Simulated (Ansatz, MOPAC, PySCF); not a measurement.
Breaking a bond: GeBe, lowest singlet found (which spin is the ground state isn't settled by this scan).

Computed with: RKS-LDA (SVWN5)/6-31G* = restricted LDA (SVWN5)/6-31G*, spherical d in PySCF 2.14.0; RHF/aug-cc-pVDZ (Ansatz, an electronic-structure program); PM3, restricted, heats of formation (MOPAC).

Energies are in kJ/mol, each relative to the lowest point of its own curve between 1.80 and 2.55 Å, where full CI is lowest.

```
R / Å  RKS-LDA (SVWN5)/6-31G*    RHF   PM3
-----  ----------------------  -----  ----
1.55                    363.4  409.4  69.3
1.69                    174.2  201.5  21.4
1.80                     86.1    [?]   [?]
1.88                     45.6    [?]   0.7
1.96                      [?]   28.7   0.0
2.06                      3.3    8.3   2.8
2.10                      0.4    [?]   4.9
2.20                      0.0    0.0  12.5
2.27                      4.2    1.4  20.4
2.33                      [?]    4.2  29.1
2.46                     26.9   13.5  54.8
2.55                     40.9   20.7  77.2
```

**Question.** Some entries are withheld; supply them.

**Answer.** 
- 1.80, RHF: 103.7
- 1.80, PM3: 5.3
- 1.88, RHF: 58.2
- 1.96, RKS-LDA (SVWN5)/6-31G*: 19.9
- 2.10, RHF: 4.0
- 2.33, RKS-LDA (SVWN5)/6-31G*: 10.0

The scan ran from 1.55 to 7.36 Å; beyond the distances shown full CI changes its symmetry label. The restricted form behind RKS-LDA (SVWN5)/6-31G*, RHF, PM3 keeps the bonding electrons paired and can't separate into open-shell fragments.
